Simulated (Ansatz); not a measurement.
One step, two centres

Four-centre ligand exchange, with the central atom changed down its group and all else kept; in the first member these bonds form or tighten: B–S, H–H; these break or loosen: B–H, H–S.

Gas-phase electronic energies, without zero-point energy, by CCSD(T) at an estimated basis limit (MP2 extrapolated from triple and quadruple zeta, plus CCSD(T) − MP2 in triple zeta); Ansatz 0.2.0, def2-TZVPP and QZVPP, frozen cores, on PBE0-D4/def2-TZVP structures. Extrapolation: Hartree–Fock as exp(−7.88 √X), correlation as X^−2.97. All energies, in eV, count from the separated reactants, without counterpoise correction; the start and end structures are the complexes reached by relaxing down from the saddle, and deeper ones may exist. Brackets give SMILES, or, where every atom is bracketed, only which atoms are joined. Steps whose reference was doubtful or whose search ended elsewhere are left out.

| reactants | products | start structure | saddle | end structure | saddle by PBE0-D4/TZ |
| --- | --- | --- | --- | --- | --- |
| BH₃O₂ ([OH][BH][OH]) + H₂S | BH₃SO₂ ([OH][B]([OH])[SH]) + H₂ | -0.105 | ? | -0.379 | 1.458 |
| AlH₃O₂ ([OH][AlH][OH]) + H₂S | AlH₃SO₂ ([OH][Al]([OH])[SH]) + H₂ | -0.419 | 0.354 | -1.000 | 0.109 |

(1) What is the height of the saddle for BH₃O₂ ([OH][BH][OH]) + H₂S? (An estimate is asked for; the value comes from the calculation.)

(2) How do the PBE0-D4 saddles lie against the coupled-cluster estimate?

T1 diagnostic: at most 0.013.

For scale, one of the runs: CCSD(T)/def2-TZVPP, 216 basis functions, launched by `ansatz run in.yaml --threads 4 --pin off --events-out ev --progress --plain --max-ram 9574MiB`. The run took 76 s on 4 CPU threads of an Intel Xeon (shared host), with 3.1 GiB of host memory at its peak.

Results:

(1) The calculation gives: 1.779 eV relative to the separated reactants, the higher of the two; above its start structure the barrier is 1.779 − (-0.105) ≈ 1.884 eV.

Aluminium, larger and more positive than boron, binds the incoming molecule more strongly, and well and saddle both drop.

(2) Both lower, by 0.245 to 0.322 eV.
